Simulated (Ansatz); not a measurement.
A nudged elastic band was laid between two geometries of a periodic cell of 17 atoms, Li16Cu (host Li, host structure bcc, interstitial Cu).

These are results of Ansatz 0.2.0, DFT PBE, scalar-relativistic, plane waves, PAW, not measurements. Settings: cutoff 420 eV, k mesh 4x4x4, gaussian smearing 0.15 eV, no spin polarisation.

- movable images: 5
- climbing image: yes
- spring: 2.0 to 10.0 eV/Å², energy-weighted
- optimiser: quadratic models (default)
- start path: IDPP
- force threshold: 0.05 eV/Å
- iteration limit: 49
- end points: relaxed

Initial state:

```xyz
17
Lattice="6.9800 0.0000 0.0000 0.0000 6.9800 0.0000 0.0000 0.0000 6.9800" Properties=species:S:1:pos:R:3
Li 0.129 -0.091 0.341
Li 3.368 -0.070 0.367
Li -0.018 3.719 -0.301
Li -0.336 -0.120 3.581
Li 1.731 2.369 1.120
Li 3.517 3.693 -0.253
Li 3.797 -0.068 3.508
Li 5.294 1.832 1.598
Li 0.089 3.115 3.553
Li 1.737 5.167 1.974
Li 1.757 1.476 5.246
Li 3.413 3.114 3.523
Li 5.246 4.927 1.814
Li 5.225 1.592 5.519
Li 1.772 5.402 5.010
Li 5.193 5.225 5.229
Cu 1.697 0.700 2.724
```

Final state:

```xyz
17
Lattice="6.9800 0.0000 0.0000 0.0000 6.9800 0.0000 0.0000 0.0000 6.9800" Properties=species:S:1:pos:R:3
Li 0.384 0.123 0.092
Li 3.425 0.018 -0.122
Li 0.093 3.383 -0.292
Li 0.143 -0.148 3.368
Li 0.895 2.543 2.098
Li 3.300 3.065 0.099
Li 3.897 -0.411 3.598
Li 5.168 1.523 1.692
Li -0.426 3.884 3.791
Li 1.935 5.261 1.717
Li 1.851 1.606 4.761
Li 3.611 3.293 3.369
Li 5.329 5.091 1.514
Li 5.370 1.579 5.179
Li 1.895 5.066 5.143
Li 5.160 5.219 5.629
Cu 2.543 0.888 2.043
```

(1) Which bonds break or form, and what moves?

(2) Give the energies along the band, and the barrier.

Answers

(1) Contacts made: Li5–Li8, Li8–Cu17. The atom that moves furthest is Li5, by 1.30 Å.

(2) It converged. The highest image is number 0 of 0 to 6, 0.000 eV above the first end and 0.052 eV above the last; the last end lies 0.052 eV below the first. The highest image is an end point: on this band no image between the ends rises above it. Limits of this set-up: coarse k mesh.

| image | path coordinate (Å) | energy (eV) | Li5–Li8 (Å) | Li8–Cu17 (Å) |
| --- | --- | --- | --- | --- |
| 0 | 0.00 | 0.000 | 3.49 | 3.74 |
| 1 | 1.01 | -0.002 | 3.13 | 3.31 |
| 2 | 1.48 | -0.010 | 3.01 | 3.03 |
| 3 | 1.95 | -0.013 | 2.99 | 2.80 |
| 4 | 2.42 | -0.023 | 3.01 | 2.80 |
| 5 | 2.89 | -0.040 | 2.96 | 2.72 |
| 6 | 3.35 | -0.052 | 2.92 | 2.72 |

The run took 40 min on 4 threads of Arm Neoverse V1, with other jobs on the host, peak memory 3.7 GiB.
